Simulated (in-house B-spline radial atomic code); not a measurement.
# Ionising Sn6+ with different functionals

Computed with a B-spline radial code for spherical atoms: scalar-relativistic (spin-free X2C) Hamiltonian, Fermi nucleus of rms radius 4.6519 fm, spin-polarised at highest spin, spherical fractional occupations for the functionals, the average over the highest-spin determinants for Hartree-Fock. The ionisation energy is the difference of two self-consistent energies, [Kr] 4d8 → [Kr] 4d7, without Breit or QED terms; ε is the level of the shell that loses the electron (its least bound occupied spin orbital). There is no spin-orbit coupling in this Hamiltonian.

Hybrids are left out here: with spherical fractional occupations of an open shell their exact exchange keeps a self-interaction that integer-occupation calculations don't have.

```
           method          rung  ΔSCF (eV)  -ε(4d) (eV)
     Hartree-Fock  Hartree-Fock     113.72       115.20
         LDA VWN5           LDA     115.78       105.72
         LDA PW92           LDA     115.77       105.71
LDA exchange-only           LDA     113.61       103.62
              PBE           GGA     115.48       105.45
           PBEsol           GGA     115.46       105.42
             BLYP           GGA     115.28       105.25
             RPBE           GGA     115.43       105.39
             PW91           GGA     115.59       105.56
             BP86           GGA     115.57       105.53
             AM05           GGA     115.52       105.47
             OLYP           GGA     115.86       105.82
             TPSS      meta-GGA     115.37       105.37
             SCAN      meta-GGA     115.44       105.56
           r2SCAN      meta-GGA     115.48       105.60
          revTPSS      meta-GGA     115.30       105.30
```

**Question.** How do they compare with the NIST value?

**Answer.** NIST lists 113 eV ± 2 (tabulated theory, ground level to ground level). Errors run from +0.71 to +2.96 eV; all lie within about twice that uncertainty, so the table can't rank the methods. Hartree-Fock also lacks correlation.
